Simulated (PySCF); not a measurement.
Compound: C2H3B2F2N.
Geometry (PBE0-D3(BJ)/def2-SVP, Å), atoms numbered from 1 in this order:
```xyz
10
C2H3B2F2N angstrom
N     -2.092   -0.713    0.265
B     -1.333   -0.091   -0.717
C      0.149    0.228   -0.474
C      1.334    0.483   -0.298
B      2.810    0.770   -0.080
F      3.222    1.868    0.523
F      3.729   -0.083   -0.482
H     -3.069   -0.937    0.134
H     -1.721   -0.983    1.167
H     -1.843    0.202   -1.772
```

All values: B3LYP/def2-SVPD (PySCF, non-relativistic), on one gas-phase PBE0-D3(BJ)/def2-SVP geometry that isn't relaxed in the solvent. The solvent is an IEF-PCM continuum (cavity from Bondi-type radii × 1.2), and excitations are vertical TDDFT with non-equilibrium linear response and a frozen core. The model holds no explicit solvent molecules, cavitation or dispersion.

Gas-phase singlets (H = HOMO, L = LUMO):

| state | E (eV) | λ (nm) | f | leading configurations |
| --- | --- | --- | --- | --- |
| S1 | 5.047 | 246 | 0.001 | H→L 80%, H→L+1 11% |
| S2 | 5.306 | 234 | 0.001 | H-1→L+1 50%, H-1→L 39% |
| S3 | 5.479 | 226 | 0.003 | H→L+1 36%, H-1→L+1 36% |
| S4 | 6.739 | 184 | 0.043 | H-2→L 78%, H-2→L+1 11% |
| S5 | 6.886 | 180 | 0.801 | H→L+1 38%, H-1→L 25% |

Task: How does the list change in cyclohexane (ε = 2.017)?

Result: 
| state | E (eV) | λ (nm) | f | leading configurations | change by rank (eV) |
| --- | --- | --- | --- | --- | --- |
| S1 | 5.022 | 247 | 0.001 | H→L 86% | -0.025 |
| S2 | 5.336 | 232 | 0.002 | H-1→L+1 52%, H-1→L 36% | +0.030 |
| S3 | 5.478 | 226 | 0.005 | H-1→L+1 37%, H→L+1 36% | -0.001 |
| S4 | 6.586 | 188 | 0.237 | H-2→L 71%, H→L 9% | -0.153 |
| S5 | 6.669 | 186 | 0.703 | H→L+1 36%, H-1→L 22% | -0.217 |

Task: How does the list change in chloroform (ε = 4.711)?

Result: 
```csv
state,E (eV),λ (nm),f,leading configurations,change by rank (eV)
S1,5.005,248,0.001,H→L 87%,-0.042
S2,5.360,231,0.002,"H-1→L+1 52%, H-1→L 36%",+0.054
S3,5.490,226,0.006,"H-1→L+1 39%, H→L+1 34%",+0.011
S4,6.498,191,0.097,"H-2→L 82%, H→L 8%",-0.241
S5,6.620,187,0.798,"H→L+1 43%, H-1→L 25%",-0.266
```

Task: The ground-state energy changes by -0.150 eV from gas to chloroform. By how much does the total energy of gas-phase S4 change?

Result: E(S4) = E(S0) + excitation energy, so it changes by -0.150 − 0.241 = -0.391 eV: it is lowered more than the ground state, which is what a red shift means. This is the vertical state, with the slow part of the continuum still set for S0.

Task: How do the frontier levels move from gas to chloroform?

Result: 
```json
{"orbital": "LUMO+2", "gas (eV)": "0.02", "solvent (eV)": "0.15", "change (eV)": "+0.13", "Löwdin shares, gas": "B2 37 %, B5 14 %, H8 13 %, H9 12 %", "Löwdin shares, solvent": "B5 45 %, B2 22 %, C4 8 %, C3 6 %"}
{"orbital": "LUMO+1", "gas (eV)": "-1.48", "solvent (eV)": "-1.42", "change (eV)": "+0.06", "Löwdin shares, gas": "C3 23 %, C4 23 %, B2 22 %, N1 12 %", "Löwdin shares, solvent": "C3 24 %, C4 23 %, B2 23 %, N1 13 %"}
{"orbital": "LUMO", "gas (eV)": "-1.65", "solvent (eV)": "-1.65", "change (eV)": "0.00", "Löwdin shares, gas": "C3 24 %, C4 22 %, B5 20 %, B2 10 %", "Löwdin shares, solvent": "C3 24 %, B5 23 %, C4 22 %, F7 8 %"}
{"orbital": "HOMO", "gas (eV)": "-8.09", "solvent (eV)": "-8.00", "change (eV)": "+0.09", "Löwdin shares, gas": "C4 31 %, C3 30 %, N1 24 %, B2 6 %", "Löwdin shares, solvent": "N1 32 %, C4 26 %, C3 25 %, B2 7 %"}
{"orbital": "HOMO-1", "gas (eV)": "-8.32", "solvent (eV)": "-8.33", "change (eV)": "-0.01", "Löwdin shares, gas": "C4 41 %, C3 35 %, B2 7 %, B5 7 %", "Löwdin shares, solvent": "C4 41 %, C3 34 %, B2 8 %, B5 7 %"}
{"orbital": "HOMO-2", "gas (eV)": "-9.38", "solvent (eV)": "-9.21", "change (eV)": "+0.17", "Löwdin shares, gas": "N1 43 %, B2 19 %, C3 16 %, C4 10 %", "Löwdin shares, solvent": "N1 34 %, C3 22 %, B2 18 %, C4 15 %"}
{"orbital": "HOMO-3", "gas (eV)": "-10.21", "solvent (eV)": "-10.07", "change (eV)": "+0.14", "Löwdin shares, gas": "B2 35 %, H10 29 %, C3 14 %, N1 10 %", "Löwdin shares, solvent": "B2 35 %, H10 29 %, C3 14 %, N1 11 %"}
```

The HOMO–LUMO gap goes from 6.44 to 6.35 eV. Rows go by rank; for LUMO+2 the atom shares or the degeneracy differ between the runs, so the row needn't follow one orbital.
